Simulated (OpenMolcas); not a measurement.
Ti2+: ligand-field states by method

Ti2+ with its 6 nearest fluoride ions at 2.106 Å, on the Mg site of KMgF3 (a = 3.973 Å, distance in the model lattice 1.986 Å). The rest of the host is ab initio model potentials to 7.6 Å, with orthogonalisation functions on the cations behind the ligands, and point charges beyond; the distance is set by hand and nothing relaxes. Ligand basis ANO-RCC-VDZP.

- Program: OpenMolcas
- Basis: ANO-RCC-VDZP [5s4p2d1f]
- Scalar Hamiltonian: DKH2, point nucleus
- Active space: 2 electrons in 5 orbitals (3d)
- State averaging: 2S+1 = 3 even, 10 roots; 2S+1 = 1 even, 15 roots
- Spin-orbit coupling: RASSI with atomic mean-field integrals over the reference wave functions

I. CASSCF
II. SS-CASPT2, IPEA 0.25 Eh, imaginary shift 0.1 Eh (closed shells correlated: 3s 3p and the ligand valence shells)

Spin-free states (labels of O, the rotations of Oh) in cm-1, each column counted from its own energy of the first state listed:

```
State  Degeneracy      I     II
  3T1           3      0      0
  1T2           3  11979   9650
   1E           2  12155  10130
  3T2           3  12226  13450
  3T1           3  23978  22520
  1A1           1  24462  20390
  3A2           1  26228  28230
  1T2           3  26391  24980
  1T1           3  29097  27770
   1E           2  40696  39980
  1A1           1  59127  53570
```

From I to II, I's first state of the same spin (3T2) moves from 12226 to 13450 cm-1, by about +1200 cm-1.

From I to II, I's first state of another spin (1T2) moves from 11979 to 9650 cm-1, by about -2300 cm-1.

I: A least-squares ligand-field fit to the states below 45000 cm-1, each weighted by its degeneracy and with a free common offset, gives 10Dq = 14116 cm-1, B = 862 cm-1 and C = 3225 cm-1 (C/B = 3.74), with an rms deviation of 213 cm-1. The same method and metal basis give the free ion B = 884 cm-1 (fit to its terms below 60000 cm-1, rms deviation 77 cm-1), so the nephelauxetic ratio is β = 862 / 884 = 0.98; it hangs on how both fits weigh the states, and computed free-ion B values tend to be too large, so β mixes covalency with correlation.

II: A least-squares ligand-field fit to the states below 45000 cm-1, each weighted by its degeneracy and with a free common offset, gives 10Dq = 15086 cm-1, B = 691 cm-1 and C = 2742 cm-1 (C/B = 3.97), with an rms deviation of 268 cm-1. The same method and metal basis give the free ion B = 805 cm-1 (fit to its terms below 60000 cm-1, rms deviation 737 cm-1), so the nephelauxetic ratio is β = 691 / 805 = 0.86; it hangs on how both fits weigh the states, and computed free-ion B values tend to be too large, so β mixes covalency with correlation.

From I to II, 10Dq changes by +7 %, B by -20 % and C by -15 %.

χT at 300 K: I 1.09, II 1.09 cm3 K/mol.

Roots that are degenerate in the reference are averaged as groups; the widest CASPT2 spread within a group is 39 cm-1 (the 3-fold group of multiplicity 1 near 27800 cm-1 above the lowest state of its run, II). Shifts and gaps below about the spread of the groups concerned are not significant. Over all roots computed the reference weight is 0.75 to 0.76 in II; a low but even weight reflects the number of correlated electrons. An orbital triplet at a regular site is open to Jahn-Teller coupling, which can distort the site and quench the lowest spin-orbit gaps and is left out. Ligand-to-metal charge-transfer states are missing. With no ligand orbital active B as a rule stays too high, so bands that hang on it stand too high and its fall with covalency is understated. Without dynamic correlation the repulsion within the d shell is too large (B by tens of per cent), so at a given field states of lower spin stand too high (holds for I). With metal d orbitals alone and no dynamic correlation 10Dq can be off by a tenth to a fifth, either way, in oxide and fluoride hosts (holds for I). With one d shell and no ligand orbital active, 10Dq can be off by tens of per cent for divalent 3d ions, low with halides held by bare charges and at times high in hosts (holds for II). Free-ion shares, where given, are those of the reference states; single-state CASPT2 does not remix them (holds for II). No measured value stands beside these numbers; the geometry was set by hand and not optimised.
